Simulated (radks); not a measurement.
Removal energies from neutral holmium, [Xe] 4f(5/2: 6, 7/2: 5) 6s2, by Delta-SCF beside the eigenvalue of the level emptied. Calculated with a radial shooting solver on a logarithmic mesh with Libxc functionals: Dirac Kohn-Sham, relativistic LDA (MacDonald-Vosko exchange, VWN5 correlation), spin-unpolarised, spherical densities, finite nucleus; Fermi nuclear charge, rms radius of each element as measured or else 0.836 A^(1/3) + 0.57 fm. Sub-shells are occupied by j as written (lower j first in brackets).

\begin{tabular}{lrrr}
removed from & final configuration & Delta-SCF (eV) & -eigenvalue (eV) \\ \hline
6s1/2 & [Xe] 4f(5/2: 6, 7/2: 5) 6s1 & 6.505 & 3.928 \\
4f7/2 & [Xe] 4f(5/2: 6, 7/2: 4) 6s2 & 10.142 & 2.975 \\
4f5/2 & [Xe] 4f(5/2: 5, 7/2: 5) 6s2 & 11.190 & 3.954 \\
5p3/2 & [Kr] 4d10 4f(5/2: 6, 7/2: 5) 5s2 5p(1/2: 2, 3/2: 3) 6s2 & 29.825 & 24.476 \\
\end{tabular}
